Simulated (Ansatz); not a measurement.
Frontier orbitals of `[CH3][GeH]1[CH2][O]1`.

The species carries charge 0 and has multiplicity 1. Correlated methods include outer-core shells of Ge, which these sets cover unevenly. Scalar relativity is left out up to krypton. All single points use the PBE0-D4/def2-TZVP geometry. Basis def2-TZVPP, Ansatz 0.2.0.

```json
{"functional": "LDA (SPW92)", "HOMO (eV)": "-5.92", "LUMO (eV)": "-1.23", "gap (eV)": "4.69"}
{"functional": "PBE", "HOMO (eV)": "-5.73", "LUMO (eV)": "-1.02", "gap (eV)": "4.71"}
{"functional": "revPBE", "HOMO (eV)": "-5.66", "LUMO (eV)": "-0.92", "gap (eV)": "4.74"}
{"functional": "PBE0", "HOMO (eV)": "-6.88", "LUMO (eV)": "-0.18", "gap (eV)": "6.70"}
{"functional": "r2SCAN0", "HOMO (eV)": "-7.03", "LUMO (eV)": "-0.07", "gap (eV)": "6.96"}
{"functional": "HSE06 (plane-wave form)", "HOMO (eV)": "-6.48", "LUMO (eV)": "-0.56", "gap (eV)": "5.92"}
{"functional": "ωB97X-V", "HOMO (eV)": "-9.15", "LUMO (eV)": "1.85", "gap (eV)": "11.00"}
{"functional": "ωB97M-V", "HOMO (eV)": "-9.06", "LUMO (eV)": "1.65", "gap (eV)": "10.71"}
```

From PBE to PBE0 the HOMO moves by −1.15 eV and the LUMO by +0.83 eV, and with ωB97M-V by −3.33 and +2.67 eV, so the gap grows from 4.72 to 10.71 eV with exact exchange. A positive LUMO is unbound and depends on the basis.
